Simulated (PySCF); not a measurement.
System: C3H8BO, charge -1, multiplicity 1. It need not be the lowest isomer of its formula. Whether it binds its extra electron was not tested at this geometry. 
Coordinates optimised at B3LYP-D3(BJ)/def2-TZVP (Ansatz):
SMILES: O(C)B(C)[CH2-]
```xyz
13

C     -0.3757     1.5901    -0.1069
B     -0.4858     0.1364    -0.0619
C     -1.8626    -0.6883    -0.1892
O      0.6249    -0.7716     0.1033
C      1.8990    -0.2260     0.2298
H     -1.2537     2.2226    -0.2342
H      0.5506     2.1570    -0.0218
H     -2.7247    -0.0258    -0.3158
H     -1.8459    -1.3790    -1.0440
H     -2.0485    -1.3097     0.6981
H      2.1828     0.3707    -0.6513
H      1.9788     0.4404     1.1029
H      2.6271    -1.0400     0.3468
```
Charge -1, spin multiplicity 1.

Dispersion corrections to the total energy (kcal/mol) from the dftd3 and dftd4 libraries through PySCF: D3(BJ) without and D4 with the three-body term, each with the damping fitted for the functional named.

```csv
functional,D3(BJ),D4
BP86,-7.89,-7.74
revPBE,-13.43,-20.36
TPSSh,?,-7.32
B3LYP,-8.79,-9.43
PBE,?,-5.95
B2PLYP,-3.98,?
HSE06,-3.29,-4.61
```

### Question
Some entries are withheld; supply them.

### Answer

- TPSSh, D3(BJ): -5.94
- PBE, D3(BJ): -5.23
- B2PLYP, D4: -4.16
